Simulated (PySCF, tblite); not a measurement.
Species: C₅H₁₁OP.
Geometry (GFN2-xTB, Å), atoms numbered from 1 in this order:
```
atom  x, y, z in Å
O1     0.3414   -2.6395    1.5009
P2     0.1767   -1.6159    0.4664
C3    -1.3427   -0.6121    0.5864
C4    -1.3561    0.5021   -0.4506
C5    -0.1494    1.4270   -0.3082
C6     1.1685    0.7266   -0.6318
C7     1.4978   -0.3595    0.3826
H8     0.1279   -2.1197   -0.8365
H9    -1.3631   -0.2083    1.6042
H10   -2.2050   -1.2759    0.4802
H11   -2.2743    1.0853   -0.3432
H12   -1.3564    0.0645   -1.4517
H13   -0.2734    2.2754   -0.9847
H14   -0.1110    1.8169    0.7118
H15    1.9757    1.4634   -0.6482
H16    1.1039    0.2834   -1.6284
H17    2.4398   -0.8620    0.1469
H18    1.5908    0.0545    1.3923
```

The calculation used B3LYP/def2-SVPD in PySCF (dipole) on a GFN2-xTB geometry, gas phase.

Masses are those of the commonest isotopes; rigid-rotor values at the optimised geometry. The values belong to one conformer with, in the numbering `[O:1]=[PH:2]1[CH2:3][CH2:4][CH2:5][CH2:6][CH2:7]1`, O1–P2–C3–C4 175°, P2–C3–C4–C5 -58°, C3–C4–C5–C6 66°, C4–C5–C6–C7 -66°.

Task: Give the principal moments of inertia and the rotational constants in GHz.

Result: Ia = 134.39, Ib = 272.60, Ic = 369.34 u·Å²; 505379 MHz·u·Å²/I gives 3761, 1854 and 1368 MHz, that is A = 3.7605, B = 1.8539, C = 1.3683 GHz.

Task: Classify the top.

Result: An asymmetric top. Ray's parameter κ = (2B − A − C)/(A − C) = -0.594; −1 is the prolate and +1 the oblate limit.

Task: Is it planar, by Δ = Ic − Ia − Ib?

Result: Not planar: Δ = Ic − Ia − Ib = -37.65 u·Å². For a rigid frame Δ = −2 Σ m c², so Σ m c² = 18.83 u·Å² lies off the ab plane: 11.92 from hydrogen and 6.91 from heavier atoms. The atom farthest from that plane is 1.65 Å away.

Task: Where do the levels up to J = 5 lie, in MHz?

Result: Above 0(0,0):
J = 1: 1(0,1) 3222, 1(1,1) 5129, 1(1,0) 5614
J = 2: 2(0,2) 9585, 2(1,2) 11088, 2(1,1) 12545, 2(2,1) 18264, 2(2,0) 18346
J = 3: 3(0,3) 18940, 3(1,3) 19979, 3(1,2) 22884, 3(2,2) 27931, 3(2,1) 28325, 3(3,1) 38726, 3(3,0) 38734
J = 4: 4(0,4) 31123, 4(1,4) 31757, 4(1,3) 36553, 4(2,3) 40756, 4(2,2) 41855, 4(3,2) 51755, 4(3,1) 51815, 4(4,1) 66677, 4(4,0) 66678
J = 5: 5(0,5) 46027, 5(1,5) 46376, 5(1,4) 53428, 5(2,4) 56687, 5(2,3) 58987, 5(3,3) 68067, 5(3,2) 68299, 5(4,2) 82969, 5(4,1) 82976, 5(5,1) 102146, 5(5,0) 102147
Those of J = 1 are B + C, A + C and A + B.

Task: Which lines would a microwave search look for?

Result: The dipole components are |μa| = 4.77 D, |μb| = 0.00 D, |μc| = 0.79 D; the mirror of this Cs structure is the ac plane, so μb vanishes by symmetry and there are no b-type lines. The squared components, which scale the intensities, stand as 1.00 : 0.03 (a : c). Some lines, for components of 0.1 D or more:

| type | branch | J(Ka,Kc) | MHz | lower level (cm⁻¹) |
| --- | --- | --- | --- | --- |
| a | Q | 3(2,1) ← 3(2,2) | 393 | 0.932 |
| c | Q | 3(1,3) ← 3(0,3) | 1039 | 0.632 |
| a | Q | 2(1,1) ← 2(1,2) | 1457 | 0.370 |
| c | Q | 1(1,1) ← 1(0,1) | 1907 | 0.107 |
| a | Q | 3(1,2) ← 3(1,3) | 2905 | 0.666 |
| c | R | 1(1,0) ← 0(0,0) | 5614 | 0.000 |
| c | Q | 2(2,1) ← 2(1,1) | 5720 | 0.418 |
| a | R | 3(2,1) ← 2(2,0) | 9979 | 0.612 |
| a | R | 4(3,1) ← 3(3,0) | 13080 | 1.292 |
| c | R | 3(2,1) ← 2(1,1) | 15780 | 0.418 |
| c | R | 4(2,3) ← 3(1,3) | 20777 | 0.666 |

Task: Estimate the classical rotational partition function at 100 K, 200 K and 298.15 K.

Result: Point group Cs, symmetry number σ = 1; q = (√π/σ)·√((kT/h)³/(ABC)), k/h = 20836.6 MHz/K: 54600 at 100 K, 154000 at 200 K, 281000 at 298.15 K.

Its GFN2-xTB frequencies are all real (lowest 121 cm⁻¹). Constants of a rigid frame at the computed geometry: no zero-point averaging, no centrifugal distortion.
